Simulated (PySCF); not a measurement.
# Reading the logs of faulty runs: BClH5Si2 cation

Calculated results; nothing here was measured. They come from PySCF 2.14.0, an open-source quantum chemistry program, on an isolated molecule that a program drew, which may never have been made. The molecule is BClH5Si2 cation (charge +1, singlet), drawn as the SMILES string `B[Si+]([SiH3])Cl`.

Each row is a Hartree-Fock (HF) and frozen-core CCSD(T) single point in the cc-pV(D+d)Z basis, meant for a local HF minimum. Run 1 is clean. Each other run has one planted mistake out of seven kinds, and not every kind appears here: one electron removed, one electron added, multiplicity raised by two, geometry at a saddle point, minimal basis STO-3G, one bond length entered in bohr, all coordinates scaled. The reference is restricted for singlets and unrestricted otherwise, and also for a bond in bohr. Adding or removing an electron swaps singlet and doublet. Electrons count all cores. HOMO and LUMO are orbital energies over both spins, the gradient is its largest component, and the lowest frequency (negative if imaginary) is given only where the gradient is small. Bond lengths are over the 8 bonds as drawn. T1 is the CCSD diagnostic: over 0.02 (restricted) or 0.045 (unrestricted) a single reference is doubtful.

Geometry of the clean run:
```xyz
9
BClH5Si2 cation, angstrom
B    -1.1164    0.9080   -2.4074
Si   -1.7505    0.8356   -0.4736
Si   -1.5510   -0.8154    1.2703
Cl   -2.7381    2.4940    0.0492
H    -1.8410    0.4927   -3.2558
H    -0.0419    1.3681   -2.6333
H    -0.8019   -1.9287    0.6716
H    -0.8285   -0.0984    2.3315
H    -2.9496   -1.1307    1.5970
```

```
run  electrons  basis functions  <S^2>  HOMO (eV)  LUMO (eV)  gradient (hartree/bohr)  lowest frequency (cm^-1)  mean bond (Å)  longest bond (Å)      T1  HF (hartree)  CCSD(T) (hartree)                          mistake
  1         54              108  0.000     -15.89      -5.12                  9.7e-06                        41         1.6547             2.410  0.0152   -1064.71028        -1065.17728                         no fault
  2         54              108  0.726     -14.90      -5.27                  2.0e-02                         -         1.7871             2.410  0.0557   -1064.59006        -1065.05587  one bond length entered in bohr
  3         54              108  0.000     -16.09      -4.96                  4.4e-02                         -         1.5785             2.299  0.0143   -1064.69209        -1065.15693           all coordinates scaled
  4         55              108  0.773      -6.98       0.96                  4.3e-02                         -         1.6547             2.410  0.0135   -1064.93216        -1065.40926               one electron added
  5         54              108  2.024     -12.85      -7.97                  3.4e-02                         -         1.6547             2.410  0.0259   -1064.59856        -1065.06433                                ?
  6         53              108  0.790     -22.83     -13.90                  5.8e-02                         -         1.6547             2.410  0.0272   -1064.16203        -1064.61969                                ?
```

**Which mistake was planted in run 5, and what did it cost?**

Electrons, basis and geometry are unchanged, and <S^2> is 2.024, beside S(S+1) = 2.00 for a multiplicity of 3. So the mistake is: multiplicity raised by two. Subtracting run 1 and multiplying by 627.51 kcal/mol a hartree, the energy moved by 70.1 kcal/mol in HF and 70.9 kcal/mol in CCSD(T).

**Which mistake was planted in run 6, and what did it cost?**

It counts 53 electrons, one fewer than the clean run, at the same geometry and basis. So the mistake is: one electron removed. Subtracting run 1 and multiplying by 627.51 kcal/mol a hartree, the energy moved by 344.0 kcal/mol in HF and 349.9 kcal/mol in CCSD(T).

Cautions from the logs. Run 2: T1 is over the limit, so its CCSD(T) energy is less reliable.
